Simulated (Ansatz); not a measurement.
Born–Oppenheimer molecular dynamics of BCl2H3O (7 atoms, charge 0, multiplicity 1). It starts at the highest image of a converged band. Of that band: Neighbouring images differ by up to 1.6 eV, so the band resolves the path poorly. A vibrational analysis at the climbing image gives one clearly imaginary mode, 1375i cm⁻¹: a first-order saddle point.

Level of theory: Ansatz, RKS PBE0/def2-SVP.

| Quantity | Value |
| --- | --- |
| ensemble | NVE (velocity Verlet) |
| time step | 0.5 fs |
| steps asked | 200 |
| starting velocities drawn for | 100 K |
| seed | 8131 |

First frame:

```xyz
7
Properties=species:S:1:pos:R:3
B 0.027 -0.328 -0.030
H 0.045 0.213 1.219
Cl 1.417 0.332 -0.923
Cl -1.625 -0.077 -0.701
O 0.239 -1.757 0.466
H -0.583 -2.256 0.340
H 0.115 -0.815 1.308
```

Problem. How far do the bonds stretch over the last three quarters of this one trajectory? (Pairs bonded in most of those frames.)

Solution. 
| bond | mean (Å) | spread (Å) | shortest | longest |
| --- | --- | --- | --- | --- |
| B1–Cl3 | 1.762 | 0.053 | 1.67 | 1.85 |
| B1–Cl4 | 1.774 | 0.031 | 1.73 | 1.83 |
| B1–O5 | 1.359 | 0.073 | 1.24 | 1.47 |
| H2–H7 | 0.765 | 0.018 | 0.74 | 0.79 |
| O5–H6 | 0.967 | 0.005 | 0.96 | 0.98 |

Mean temperature of the second half: 2149 K. The conserved energy stayed within 0.17 meV per atom of its start (net change 0.07 meV per atom), so the integration is sound. The kinetic energy rose, since the run started high on the potential surface and went downhill. It ends in pieces (BCl2HO + H2), so much of that is their flight and rotation, not heat. A run of 0.1 ps of so small a system gives no equilibrium averages. The orbitals stay closed-shell, which can raise the energy where a bond breaks towards radicals; this wasn't checked here.

Run time: 8.4 min on 1 thread of Arm Neoverse V2, on a shared host, peak memory 0.17 GiB.
